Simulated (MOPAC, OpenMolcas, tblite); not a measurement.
**C2H4FGa (SMILES C=[CH][GaH][F]): the HOMO–LUMO gap, rung by rung**

C2H4FGa has 8 atoms, charge 0, and is taken as a singlet. As SMILES, `C=[CH][GaH][F]`. The shape is that of a PBE0-D4/def2-TZVP optimisation. This is one conformer, not always the lowest.

```jsonl
{"atom": "C", "x (Å)": "-0.8371", "y (Å)": "1.1754", "z (Å)": "0.0609"}
{"atom": "C", "x (Å)": "0.3426", "y (Å)": "0.5695", "z (Å)": "-0.0650"}
{"atom": "Ga", "x (Å)": "0.4817", "y (Å)": "-1.3602", "z (Å)": "-0.0076"}
{"atom": "F", "x (Å)": "2.1105", "y (Å)": "-2.0061", "z (Å)": "-0.1996"}
{"atom": "H", "x (Å)": "-1.7621", "y (Å)": "0.6205", "z (Å)": "0.2001"}
{"atom": "H", "x (Å)": "-0.9411", "y (Å)": "2.2578", "z (Å)": "0.0316"}
{"atom": "H", "x (Å)": "1.2323", "y (Å)": "1.1796", "z (Å)": "-0.2023"}
{"atom": "H", "x (Å)": "-0.6269", "y (Å)": "-2.4367", "z (Å)": "0.1820"}
```

Each level gives the HOMO–LUMO gap (eV). The values are calculated.

| level | kind | program | value (eV) | CPU time |
| --- | --- | --- | --- | --- |
| MNDO | semi-empirical | MOPAC | 8.99 | under 2 s |
| GFN1-xTB | semi-empirical | tblite | 4.41 | under 2 s |
| HF/cc-pVDZ | Hartree–Fock | OpenMolcas | 12.26 | 14 s |
| SVWN5/cc-pVDZ | LDA | OpenMolcas | 4.40 | 36 s |
| BLYP/cc-pVDZ | GGA | OpenMolcas | 4.54 | 52 s |
| TPSS/cc-pVDZ | meta-GGA | OpenMolcas | 4.86 | 74 s |
| r2SCAN/cc-pVDZ | meta-GGA | OpenMolcas | 5.05 | 75 s |
| BHLYP/cc-pVDZ | global hybrid | OpenMolcas | 8.64 | 45 s |
| B2PLYP/cc-pVDZ | double hybrid | OpenMolcas | 8.85 | 42 s |

All-electron rows without a relativistic Hamiltonian named are non-relativistic. The values span 4.40 to 12.26 eV. Orbital gaps aren't excitation energies, and those of double hybrids come from the SCF part alone; they tend to grow with the share of exact exchange. Times are those of the runs behind each value, whatever else they computed, on shared processors of several kinds: orders of magnitude only.
